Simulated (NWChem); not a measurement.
## Ionisation of bromine (Br2)

SMILES: BrBr
```xyz
2

Br     0.0000     0.0000     1.1492
Br     0.0000     0.0000    -1.1492
```
Charge 0, spin multiplicity 1.

Program: NWChem. The geometry was optimised at PBE0/def2-SVP, a minimum by its harmonic frequencies.

Basis set: def2-TZVPD. −ε marks an orbital energy of the parent.

The Hamiltonian is non-relativistic. B3LYP has NWChem's definition, with VWN1-RPA local correlation.

Problem. For the first vertical ionisation energy, −ε(HOMO) of HF gives 11.09 eV and −ε(HOMO) of B3LYP gives 7.90 eV. What do −ε(HOMO) of M06-2X, −ε(HOMO) of BLYP, −ε(HOMO) of PBE give?

Solution. −ε(HOMO) of M06-2X: 9.35 eV; −ε(HOMO) of BLYP: 6.72 eV; −ε(HOMO) of PBE: 6.88 eV.
